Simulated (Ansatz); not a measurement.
`S[SiH2][SnH3]` + HCl → `Cl[SiH2][SnH3]` + H₂S at 600 K and 1 bar (ligand exchange at the Si–S bond).

Isolated molecules relaxed with PBE0-D4/def2-TZVP in Ansatz; ΔE leaves out vibrations. CCSD(T)/CBS is the MP2 limit (def2-TZVPP, def2-QZVPP) plus CCSD(T) − MP2 in def2-TZVPP, frozen cores. This one scheme is used for every species. def2 core potentials past Kr. For Sn outer-core shells are correlated without core-valence functions, which leaves a few kJ/mol of doubt a bond. Each species was taken in one conformer, which may not be the lowest.

| species | CCSD(T)/CBS energy (Eh) | H − E (kJ/mol) | S (J/(mol·K)) |
| --- | --- | --- | --- |
| `S[SiH2][SnH3]` | -904.49431 | 184.4 | 453.2 |
| HCl | -460.38127 | 35.4 | 207.2 |
| `Cl[SiH2][SnH3]` | -965.91563 | 157.3 | 431.9 |
| H₂S | -398.97279 | 60.8 | 230.9 |

H − E and S are ideal-gas, rigid-rotor, harmonic terms from PBE0-D4/def2-TZVP, for one conformer and one mirror image of each species. 1 Eh = 2625.50 kJ/mol, R = 8.31446 J/(mol·K).

Task: By hand: ΔE, ΔH, ΔS and ΔG.

Result: ΔE = (-965.91563) + (-398.97279) − (-904.49431) − (-460.38127) = -0.01284 Eh = -33.7 kJ/mol. Δ(H − E) = 157.3 + 60.8 − 184.4 − 35.4 = -1.7, so ΔH = -35.4 kJ/mol. ΔS = 431.9 + 230.9 − 453.2 − 207.2 = 2.4 J/(mol·K). ΔG = -35.4 − 600 × (2.4)/1000 = -36.8 kJ/mol.

Task: By hand: the equilibrium constant, and the temperature at which ΔG would vanish if ΔH and ΔS stayed fixed.

Result: log₁₀ K = −ΔG/(RT ln 10) = 3.2. ΔH and −TΔS have one sign here, so there is no such temperature.

The number of gas molecules stays the same, so ΔS is small and ΔH decides. A doubt of 5 kJ/mol in ΔE shifts log₁₀ K by 0.4 here. Other conformers and mirror images would add mixing entropy, several J/(mol·K) or more a flexible species. These are equilibria of isolated gas molecules and say nothing of rates. Largest T1 diagnostic: 0.013 (customary marks: 0.02 for closed shells, 0.045 for open ones).

ΔS is within the doubt of such terms, so its sign, and with it that verdict, could turn.
